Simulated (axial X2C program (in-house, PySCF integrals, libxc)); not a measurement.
**What spin–orbit coupling does to WCl⁺**

Computed with an axial X2C code built on PySCF integrals. Spin-free means the one-electron spin-free X2C Hamiltonian; two-component (2c) means X2C with spin–orbit coupling and atomic mean-field two-electron Coulomb and Gaunt terms, so the difference of the two also holds small scalar two-electron terms. Basis: W dyall-cv3z [13s14p9d7f4g], Cl dyall-av3z [9s8p3d2f] (cores contracted in-house); Gaussian nuclei, density fitting, unrestricted open shells. Masses: W 183.951 u, Cl 34.969 u.

Spin-free state: M_S = 2, Λ = 1 (beyond evenly filled blocks: σα, π+α, δ+α, δ-α); fragments W+ + Cl.

| level | Re (Å) | ωe (cm⁻¹) | De (eV) | μ (D) |
| --- | --- | --- | --- | --- |
| PBE0 | 2.150 | 477.7 | 4.077 | -2.22 |
| HF | 2.204 | 447.8 | 2.067 | -4.07 |
| MP2 | 2.161 | 477.2 | 3.898 | n/a |
| CCSD | 2.172 | 467.9 | 3.636 | n/a |
| CCSD(T) | 2.173 | 466.6 | 3.831 | n/a |
| TPSSh | 2.156 | 470.5 | 4.207 | -2.02 |

Correlated methods: 12 electrons correlated (number of frozen shells: W 5 s, 4 p, 2 d, 1 f; Cl 2 s, 1 p), 314 virtual spin orbitals or spinors in MP2, 90 natural virtuals in coupled cluster.

Dipoles are positive if Cl is the positive end and refer to the centre of mass.

Two-component determinant lowest at the distance of the search:

Ω = 1 (⟨Sz⟩ = 1.97, ⟨Lz⟩ = -0.97 at HF); fragments W+ + Cl.

```tsv
level	Re (Å)	ωe (cm⁻¹)	μ (D)
PBE0	2.150	476.7	-2.22
HF	2.204	447.1	-4.02
MP2	2.162	475.1	n/a
CCSD	2.173	465.8	n/a
CCSD(T)	2.174	464.7	n/a
TPSSh	2.156	469.8	-2.02
```

From the two tables, how do the constants change at the CCSD(T) level (2c against spin-free)?

At the CCSD(T) level Re increases by 0.001 Å and ωe falls by 1.9 cm⁻¹.

Occupations by symmetry block were frozen at the best pattern of an incomplete PBE0 search. De is counted from the lowest determinant-based energies of the atoms at the same level, without counterpoise correction. De is not given where an atomic determinant may have missed its ground term or J level, or where the truncated virtual space spoils (T). Density functionals use the spin component along the axis (collinear). Coupled cluster ran in a truncated set of natural virtual spinors; the MP2 energy of the rest was added. (T) has no such correction and the atoms are truncated less, which lowers De at CCSD(T) by a hundredth of an eV or more. The functionals have no current-density term, which raises determinants with orbital currents, atoms included. With several unpaired electrons one determinant need not be a pure state. Open-shell Ω = 0 determinants with evenly filled partner blocks cannot be reached by this program, so the Ω shown need not be the lowest component. Some points did not converge and are left out. The determinant is spin-polarised beyond a pure state at some levels (its spin-free form has ⟨S²⟩ too high), which makes Re and μ there less reliable. The stretched end of a curve changes character and is left out. With the outer-core shells frozen, correlated bond lengths of heavy atoms tend to come out a few hundredths of an ångström too long.
